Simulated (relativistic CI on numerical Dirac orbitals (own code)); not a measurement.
# Line list: Forbidden lines, Eu⁵⁹⁺

These numbers are calculated, not measured: Dirac-Coulomb-Breit CI, separate exchange-only KLI orbitals for each configuration, QED by a radiative potential, unscaled Slater integrals (own radial code, finite nucleus).

Configuration list (outside the closed core 1s2): 2s², 2s2p, 2p², 2p3s, 2p3p, 2s3s, 2s3p, 2s3d, 2s4s, 2s4p, 2s4d, 2s4f, 2s5s, 3s², 2s5p, 2s5d, 2s5f, 2s5g, 3s3p, 3p². Levels of other configurations are missing.

| λ vac (nm) | Lower | Upper | Type | A (s⁻¹) | gf | Branching (%) |
| --- | --- | --- | --- | --- | --- | --- |
| 0.15979 | 2s2p ³P°0 [2] | 2s3p ³P°2 [19] | E2 | 2.60e+11 | 4.98e-04 | 16.7 |
| 0.16037 | 2s2p ³P°1 [3] | 2s3p ³P°2 [19] | E2 | 4.24e+11 | 8.18e-04 | 27.2 |
| 0.17610 | 2s2p ³P°2 [5] | 2s3p ³P°2 [19] | E2 | 4.16e+11 | 9.66e-04 | 26.6 |
| 0.17802 | 2s2p ¹P°1 [6] | 2s3p ³P°2 [19] | E2 | 1.45e+11 | 3.44e-04 | 9.3 |
| 0.18156 | 2s2p ³P°2 [5] | 2s3p ³P°0 [13] | E2 | 1.21e+12 | 5.98e-04 | 87.2 |
| 1.7959 | 2s2p ³P°1 [3] | 2s2p ³P°2 [5] | M1 | 1.63e+09 | 3.95e-04 | 99.5 |

Terms are leading LS components. Brackets give the number of a level in order of energy, since labels repeat. The list gives strong lines, with weight on those to low levels, among the lowest 66 of 76 levels, so that lines to higher ones, which can be the strongest, are missing. Levels whose partners in the same complex of configurations lie outside the list can be far off, and so can their lines. Rates are taken at the computed energies, electric ones in the length gauge.

At this charge energies of transitions that change n are usually good to better than 1 %, and those within a shell (Δn = 0) to a few per cent.

LS names give the leading component of a level, which can be under half, so a name can repeat, a term be missing and a line seem to break the LS rules.
